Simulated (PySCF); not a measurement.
Dipole response of Zn (zinc, neutral)

[Ar] 3d10 4s2, closed-shell 1S. Calculation: PySCF 2.14, in aug-cc-pwCVTZ-PP with ECP10MDF; scalar relativity through the core potential. Coupled (time-dependent) response in atomic units; α is the mean over directions.

```json
{"method": "UHF", "mean α (bohr³)": "50.76", "C₆ (like pair)": "399.0", "S(−4)": "1370"}
{"method": "PBE", "mean α (bohr³)": "38.28", "C₆ (like pair)": "272.2", "S(−4)": "757.9"}
{"method": "PBE0", "mean α (bohr³)": "40.81", "C₆ (like pair)": "296.6", "S(−4)": "865.7"}
```

S(−4) is the Cauchy moment in α(ω) = α(0) + S(−4) ω² + …

Reference α: 38.67 ± 0.3 bohr³ (recommended; Schwerdtfeger and Nagle, table of static dipole polarizabilities (2023 update)). Published C₆: 284.0 (Chu and Dalgarno (2004); Tang, Norbeck and Certain (1976)).

Hartree-Fock lies above the reference because it lacks correlation, which contracts the outer shell.

α(iu) at PBE:

```json
{"u (hartree)": "0", "α(iu) (bohr³)": "38.28"}
{"u (hartree)": "0.0500", "α(iu) (bohr³)": "36.48"}
{"u (hartree)": "0.100", "α(iu) (bohr³)": "32.08"}
{"u (hartree)": "0.200", "α(iu) (bohr³)": "22.13"}
{"u (hartree)": "0.300", "α(iu) (bohr³)": "15.13"}
{"u (hartree)": "0.500", "α(iu) (bohr³)": "8.202"}
{"u (hartree)": "0.750", "α(iu) (bohr³)": "4.847"}
{"u (hartree)": "1.00", "α(iu) (bohr³)": "3.363"}
{"u (hartree)": "1.50", "α(iu) (bohr³)": "2.051"}
{"u (hartree)": "2.00", "α(iu) (bohr³)": "1.445"}
{"u (hartree)": "3.00", "α(iu) (bohr³)": "0.8607"}
{"u (hartree)": "5.00", "α(iu) (bohr³)": "0.4217"}
```

A single London oscillator, α(iu) = α/(1 + u²/ω²), gives C₆ = (3/4) ω α². Matching the computed C₆ needs ω = 4 × 272.2 / (3 × 38.28²) = 0.248 hartree.

Energies and moments cover only the electrons outside the core potential.
